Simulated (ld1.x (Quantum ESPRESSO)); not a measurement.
## What one change does to a pseudopotential (Tc, TM)

* Element: Tc (Z = 43)
* Generator: ld1.x (Quantum ESPRESSO) 7.5
* Type: norm-conserving Troullier–Martins (Kleinman–Bylander form)
* Functional: PBE
* Relativity: scalar-relativistic
* Frozen core: [Kr]
* Valence charge: 7
* Reference configuration: 4d5 5s1.75 5p0 (charge +0.25)
* Partial waves: 5s (bound): rc 2.30 bohr; 5p (bound, empty): rc 3.20 bohr; 4d (bound): rc 2.15 bohr
* Local potential: all-electron potential smoothed inside 2.55 bohr (lloc = -1)
* Core correction: Bessel-smoothed model core, default radius (core density twice the valence density)

Change: all radii but the core radius scaled by about 1.35 (s 3.10, p 4.30, d 2.90 bohr); local potential all-electron potential smoothed inside 3.44 bohr (lloc = -1).

Cutoffs: the cutoffs (Ry, on a coarse ladder) from which the occupation-weighted sum of valence levels, in a spherical-Bessel basis at the reference potential, stays within 10 and 1 mRy of its value at 400 Ry; they do not see the model core or the augmentation charge, which bear on the density cutoff. Errors are all-electron minus pseudo energies relative to the spin-unpolarised reference configuration.

How do hardness, ghosts and transferability respond?

The potential gets softer (40 Ry and 45 Ry → 30 Ry and 35 Ry); of the 7 tests that both files solve, the error grows in 2 and shrinks in 3 by more than 15 % and 0.3 meV (median size 35.0 → 49.3 meV); neither file shows a bound ghost at the reference potential, the only one tested. A larger radius leaves more room for a smooth pseudo-wave, so fewer plane waves are needed.

```csv
quantity,base,changed
"cutoff, loose",40 Ry,30 Ry
"cutoff, tight",45 Ry,35 Ry
loose cutoff by channel (10 mRy a level),"s 6 Ry, d 35 Ry","s 6 Ry, d 25 Ry"
bound ghosts,none,none
"error for 4d5 5s2 5p0, meV [ΔE -1.45 eV]",+0.2,+0.1
"error for 4d5 5s1 5p0, meV [ΔE 6.70 eV]",-3.0,-5.1
"error for 4d5 5s0 5p0, meV [ΔE 21.56 eV]",-35,-49
"error for 4d6 5s0 5p0, meV [ΔE 4.72 eV]",-138,-70
"error for 4d4 5s2 5p1, meV [ΔE 5.16 eV]",-70,-54
"error for 4d5 5s0 5p2, meV [ΔE 6.26 eV]",-8.9,+0.8
"error for 4d3 5s0 5p0, meV [ΔE 92.30 eV]",-742,-668
```

Base: These tests converged, but a pseudo level misses the all-electron one widely, so the file describes the atom poorly there or has found another state: 4d3 5s0 5p0: empty 5s by 5.4 eV (a node warning on the way).
